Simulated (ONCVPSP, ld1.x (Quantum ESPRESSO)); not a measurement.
# Potentials for tin compared

Generated with ld1.x 7.5 (TM, RRKJ, ultrasoft, PAW), atompaw 4.2 or ONCVPSP 4.0.1. The cutoff is in Ry: for ld1.x and atompaw files where the sum of valence levels is converged to 10 mRy in a Bessel basis, for ONCV files where the hardest occupied wave has 1 mHa per electron of residual kinetic energy. The error is the largest all-electron minus pseudo excitation energy over each file’s own four to seven test configurations (ionisations up to +4, promotions, holes and added fractions of an electron), all of which were solved. The labels leave out finer settings (local radius, basis sizes, second energies), which also bear on the numbers. Spin-polarised tests are not counted. The rows are a selection from randomly drawn settings: files with unsolved tests, undetermined cutoffs or missed reference levels are left out.

A true bound ghost makes a file unfit for plane-wave use even where its test errors are small: the radial tests pick states by their node count and pass the ghost by.

| potential | cutoff (Ry) | largest error (meV) | bound ghosts |
| --- | --- | --- | --- |
| RRKJ, LDA (PZ), scalar-relativistic, rc 2.05/2.15 (sp), local p, core correction yes, reference 5s1.75 5p2.25 | 30 | -222 | none |
| ONCV, LDA (Perdew-Wang 92), scalar-relativistic, rc 1.40/1.25/1.30 (spd), local smoothed, core correction yes, reference 4s2 4p6 4d10 5s1, qcut 6.7/12.8/12.1, projectors 3/1/2 | 98 | +365 | none |

(1) Fill in the row for Sn: ONCV, PBE, fully relativistic, rc 1.55/1.50/1.50 (spd), local smoothed, core correction yes, reference 4s2 4p6 4d10 5s1.5 5p2.5, qcut 7.8/11.3/10.2, projectors 2/2/2.

(2) Fill in the row for Sn: ONCV, LDA (Perdew-Wang 92), scalar-relativistic, rc 1.90/2.50/1.05 (spd), local smoothed, core correction yes, reference 4d10 5s1 5p3, qcut 3.3/2.9/9.8, projectors 2/2/3.

(3) Fill in the row for Sn: TM, LDA (PZ), fully relativistic, rc 2.32/2.16/1.74 (spd), local s, core correction no, reference 4d10 5s2 5p2.

Results:

(1) cutoff 80 Ry, largest error -0.9 meV, bound ghosts: none.

(2) cutoff 88 Ry, largest error -6.8 meV, bound ghosts: s, p, d.

(3) cutoff 80 Ry, largest error -201 meV, bound ghosts: none.
